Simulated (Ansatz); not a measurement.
Compare A (`CCC[SiH2]Cl`) with its isomer B (`C[Si](C)(C)Cl`).

Calculated with Ansatz (gas phase, PBE0-D4/def2-TZVP geometries, no zero-point term in ΔE). CCSD(T)/CBS is the MP2 limit (def2-TZVPP, def2-QZVPP) plus CCSD(T) − MP2 in def2-TZVPP, frozen cores. Functionals use def2-TZVPP. B3LYP here is the variant with VWN-RPA as its local correlation; programs differ in this. One conformer a species, not always the lowest.

Question: Which isomer does CCSD(T)/CBS put lower? Give the gap. (Estimate.)

Answer: Ansatz gave: B, by 108.6 kJ/mol.

Question: Give E(B) − E(A) in kJ/mol with B3LYP-D4, r2SCAN-D4, HF/def2-TZVPP, CCSD/def2-TZVPP, PBE-D4, MP2/def2-TZVPP, B3LYP. (An estimate is asked.)

Answer: Ansatz gave: B3LYP-D4 -109.9, r2SCAN-D4 -117.0, HF/def2-TZVPP -97.5, CCSD/def2-TZVPP -104.9, PBE-D4 -110.3, MP2/def2-TZVPP -111.0, B3LYP -106.1. None reverses the order clearly.

Largest T1 diagnostic: 0.009.

In def2-TZVPP, CCSD(T) changes the Hartree–Fock value by −8.6 kJ/mol (the triples alone add −1.2 kJ/mol) and MP2 by −13.5 kJ/mol. The D4 term adds −3.8 kJ/mol with B3LYP and −2.1 kJ/mol with PBE0; it sums over pairs of atoms, weighted by their polarisabilities, and B3LYP, whose exchange is more repulsive, gets the larger term.
